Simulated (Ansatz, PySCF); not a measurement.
Input for Ansatz (a program for electronic structure):
Ansatz 0.2 input:
```yaml
crystal:
  periodic: [false, false, false]
  atoms:
    - {symbol: C, position_ang: [-0.68819509, -0.07696176, 0.22450346]}
    - {symbol: C, position_ang: [0.68819509, 0.07696176, -0.22450346]}
    - {symbol: H, position_ang: [-1.31523984, 0.82330307, 0.08745854]}
    - {symbol: H, position_ang: [-1.20561184, -0.96241631, -0.18864705]}
    - {symbol: H, position_ang: [1.31523984, -0.82330307, -0.08745854]}
    - {symbol: H, position_ang: [1.20561184, 0.96241631, 0.18864705]}
basis:
  gaussian:
    orbitals: def2-SVP
total_charge: -1
magnetization: {spin_polarized: true, initial_magnetization: 1}
correlation: {method: ccsd_t, electrons: outside_noble_gas}
accuracy: high
```

### Question
Write the same job for PySCF.

### Answer
Several could match; the one computed here: 
```python
from pyscf import gto, scf, cc

mol = gto.Mole()
mol.atom = '''
    C    -0.688195   -0.076962    0.224503
    C     0.688195    0.076962   -0.224503
    H    -1.315240    0.823303    0.087459
    H    -1.205612   -0.962416   -0.188647
    H     1.315240   -0.823303   -0.087459
    H     1.205612    0.962416    0.188647
'''
mol.basis = 'def2-svp'
mol.charge = -1
mol.spin = 1
mol.verbose = 4
mol.build()

mf = scf.UHF(mol)
mf.kernel()

mycc = cc.CCSD(mf, frozen=2)
mycc.kernel()
et = mycc.ccsd_t()
print('E(CCSD(T)) = %.10f' % (mycc.e_tot + et))
```

Both were run: Ansatz gave -78.184422 Eh and PySCF -78.184422 Eh, 0.000 mEh apart.
